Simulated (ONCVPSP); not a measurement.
## Transferability test, ONCV potential for cerium

cerium (Ce), optimised norm-conserving Vanderbilt (ONCV), made with ONCVPSP 4.0.1 (PBE, scalar-relativistic). Core [Kr] 4d10, reference 4f1 5s2 5p6 5d1 6s1.5 (charge +0.5). Waves: 5s+6s: rc 2.85 bohr, ncon 4, nbas 7, qcut 5.3 1/bohr, 2 projectors; 5p: rc 2.35 bohr, ncon 4, nbas 7, qcut 5.6 1/bohr, 2 projectors, debl 1.3 Ha; 5d: rc 3.80 bohr, ncon 4, nbas 8, qcut 4.1 1/bohr, 2 projectors, debl 2.4 Ha; 4f: rc 0.90 bohr, ncon 3, nbas 7, qcut 13.2 1/bohr, local. Local part: the f channel. Core correction: none.

Energies are relative to the spin-unpolarised reference configuration 4f1 5s2 5p6 5d1 6s1.5; without spin polarisation the order of configurations can differ from experiment.

```
valence configuration  charge  ΔE all-electron (eV)  error AE − PS (meV)
  4f1 5s2 5p6 5d1 6s2       0                -2.442                 +0.4
  4f1 5s2 5p6 5d1 6s1      +1                 3.629                 -1.0
  4f1 5s1 5p6 5d1 6s2      +1                43.294                 -211
```

(1) What are ΔE and the potential's error for 4f1 5s2 5p6 5d1 6s0?

Levels in the configuration 4f1 5s2 5p6 5d1 6s0:

```
level  all-electron (eV)  pseudo (eV)
   4f            -18.179      -18.268
   5s            -53.373      -53.414
   5p            -35.935      -35.948
   5d            -14.854      -14.847
```

Note: ghosts flagged at negative energy: s at -418.7 eV, p at -238.7 eV, d at -319.4 eV; GHOST(+) flagged for s at 49.7 eV. A true bound ghost makes a file unfit for plane-wave use.

Answers

(1) ΔE = 14.710 eV all-electron; the error (AE − PS) is -7.3 meV.
